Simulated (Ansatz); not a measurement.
Molecule: C2H7BN (charge 0, doublet). It need not be the lowest isomer of its formula. 
Structure (B3LYP-D3(BJ)/def2-TZVP (Ansatz, a program for electronic structure) minimum search):
```xyz
11

C      1.9986     0.4366    -0.3325
B      0.5007     0.5509     0.0912
N     -0.4841    -0.4027    -0.0368
C     -1.8806    -0.2916     0.3600
H      2.2602     1.2114    -1.0579
H      2.2425    -0.5376    -0.7791
H      2.6601     0.5859     0.5249
H     -0.2526    -1.3015    -0.4506
H     -2.0451     0.6940     0.7911
H     -2.1412    -1.0460     1.1069
H     -2.5468    -0.4116    -0.4983
```
Charge 0, spin multiplicity 2.

Basis-set convergence of Hartree-Fock and MP2 correlation energies (hartree) with Ansatz. Valence correlation only, unless marked. UHF or UKS for open shells. No spin-orbit coupling. Non-relativistic.

```csv
basis,functions,E(HF),"E(corr, MP2)"
cc-pVDZ,91,-158.94093,-0.52187
cc-pVTZ,218,-158.98714,-0.64319
cc-pVQZ,430,-158.99794,-0.68487
```

Extrapolating the two largest sets (X = 3 and 4) as X^-3: E(corr) = (64·(-0.68487) - 27·(-0.64319))/37 = -0.7153 Eh, an estimate of the basis-set limit. The largest set recovers 95.7 % of it, the smallest 73.0 %.
